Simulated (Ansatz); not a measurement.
`C[N]1[AlH][CH]1[SiH3]` → `[CH2]` (triplet) + `[SiH3][CH]1[NH][AlH]1` at 700 K and 1 bar (formal loss of a carbene).

Gas-phase electronic energies from Ansatz, PBE0-D4/def2-TZVP geometries. CBS: MP2 limit from def2 TZ/QZ plus the TZ coupled-cluster correction, frozen cores. This one scheme is used for every species. Triplets are unrestricted, without spin–orbit coupling.

| species | CCSD(T)/CBS energy (Eh) | H − E (kJ/mol) | S (J/(mol·K)) |
| --- | --- | --- | --- |
| `C[N]1[AlH][CH]1[SiH3]` | -666.65729 | 330.8 | 500.4 |
| `[CH2]` (triplet) | -39.09499 | 70.4 | 226.8 |
| `[SiH3][CH]1[NH][AlH]1` | -627.40419 | 240.6 | 443.3 |

H − E and S are ideal-gas, rigid-rotor, harmonic terms from PBE0-D4/def2-TZVP, for one conformer and one mirror image of each species, with the whole ground term of open shells counted as degenerate. 1 Eh = 2625.50 kJ/mol, R = 8.31446 J/(mol·K).

Problem. By hand: ΔE, ΔH, ΔS and ΔG.

Solution. ΔE = (-39.09499) + (-627.40419) − (-666.65729) = 0.15811 Eh = 415.1 kJ/mol. Δ(H − E) = 70.4 + 240.6 − 330.8 = -19.8, so ΔH = 395.3 kJ/mol. ΔS = 226.8 + 443.3 − 500.4 = 169.7 J/(mol·K). ΔG = 395.3 − 700 × (169.7)/1000 = 276.5 kJ/mol.

Problem. By hand: the equilibrium constant, and the temperature at which ΔG would vanish if ΔH and ΔS stayed fixed.

Solution. log₁₀ K = −ΔG/(RT ln 10) = -20.6. ΔG = 0 at ΔH/ΔS = 2329 K.

The number of gas molecules changes by +1, which sets the sign of ΔS. A doubt of 5 kJ/mol in ΔE shifts log₁₀ K by 0.4 here. Other conformers and mirror images would add mixing entropy, several J/(mol·K) or more a flexible species. A triplet takes part, so the spin changes. These are equilibria of isolated gas molecules and say nothing of rates. Largest T1 diagnostic: 0.015 (customary marks: 0.02 for closed shells, 0.045 for open ones).
